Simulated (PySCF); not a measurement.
Isomers of C2H4BFO2. Level of theory: PBE0-D3(BJ)/def2-SVP geometry optimisation, gas phase in PySCF 2.14.0. Energies are electronic, without zero-point or thermal terms, for one conformer each. No frequencies were run at this level. Point groups hold within 0.08 Å.

Question: Rank from lowest to highest electronic energy at this level (kJ/mol).
A. `[CH2:1]=[CH:2][O:3][B:4]([OH:5])[F:6]` with C1–C2–O3–B4 -3°, C2–O3–B4–O5 0°, O3–B4–O5–H 180°
B. `FB1OCCO1`
C. `[CH2:1]=[C:2]([F:3])[B:4]([OH:5])[OH:6]` with C2–B4–O5–H 180°, C2–B4–O6–H 180°

Answer: B (0.0), A (36.6), C (175.5).

As drawn, the lowest has a B–F bond, which the highest lacks; the highest has an O–H bond and a C=C bond outside aromatic rings, which the lowest lacks.

```tsv
SMILES	E (Eh)	E rel (kJ/mol)	dipole (D)	point group	A, B, C (MHz)
FB1OCCO1	-353.26920	0.0	3.28	C2	7750, 3441, 2462
C=COB(O)F	-353.25526	36.6	1.45	near Cs	8003, 2519, 1917
C=C(F)B(O)O	-353.20236	175.5	3.74	–	5259, 3115, 1957
```
